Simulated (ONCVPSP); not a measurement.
Varying the ONCV potential for Ge

Base potential:

| Quantity | Value |
| --- | --- |
| Element | Ge |
| Generator | ONCVPSP 4.0.1 |
| Type | optimised norm-conserving Vanderbilt (ONCV) |
| Functional | BLYP |
| Relativity | scalar-relativistic |
| Frozen core | [Ar] |
| Valence charge | 14 |
| Reference configuration | 3d10 4s2 4p1 (charge +1) |
| Partial waves | 4s: rc 1.85 bohr, ncon 4, nbas 8, qcut 3.1 1/bohr, 2 projectors, debl 2.9 Ha; 4p: rc 2.20 bohr, ncon 3, nbas 7, qcut 3.1 1/bohr, 1 projector; 3d: rc 1.10 bohr, ncon 5, nbas 9, qcut 16.6 1/bohr, local; f scattering state at 0.38 Ha: rc 2.00 bohr, ncon 4, nbas 8, qcut 5.9 1/bohr, 2 projectors, debl 2.1 Ha |
| Local potential | the d channel |
| Core correction | Teter function fitted to the true core (icmod 2), fcfact 0.25 |

Cutoffs, loose and tight: the cutoffs (Ha) at which the residual kinetic energy of the hardest occupied pseudo-wave falls to 1 and 0.1 mHa per electron. They do not see the model core or the augmentation charge, which bear on the density cutoff. Test errors are all-electron minus pseudo excitation energies from the reference, over the configurations 3d10 4s2 4p2; 3d10 4s2 4p0; 3d10 4s1 4p0; 3d10 4s1 4p3. A dash means not determined; rows that change the core or the reference have their own tests.

A true bound ghost makes a file unfit for plane-wave use even where its test errors are small: the radial tests pick states by their node count and pass the ghost by.

| change | outcome | cutoff, loose | cutoff, tight | bound ghosts | GHOST(+) flags above zero | largest test error (meV) |
| --- | --- | --- | --- | --- | --- | --- |
| base | generated | 105 Ha | 117 Ha | s, p | s, f | -37 |
| fully relativistic | generated, misses its reference levels by 0.35 eV | 105 Ha | 118 Ha | s, p3/2, p1/2 | s, f7/2, f5/2 | -31 |
| core correction Teter function fitted to the true core (icmod 2), fcfact 0.32 | generated | 105 Ha | 117 Ha | s, p | s, f | -35 |
| p: ncon 4, nbas 8 | generated | 105 Ha | 117 Ha | s, p | s, f | -30 |
| s: rc 2.4 | generated | 105 Ha | 117 Ha | s, p | s, f | -95 |
| s: qcut 4.5; p: qcut 4.5; d: qcut 24; f: qcut 8.5 | generated | 187 Ha | 210 Ha | s, p, f | s | -23 |
| core correction none | generated | 105 Ha | 117 Ha | s, p | s, f | -3.1 |
| s: debl 0.95 | generated | 105 Ha | 117 Ha | s, p | s, f | -37 |
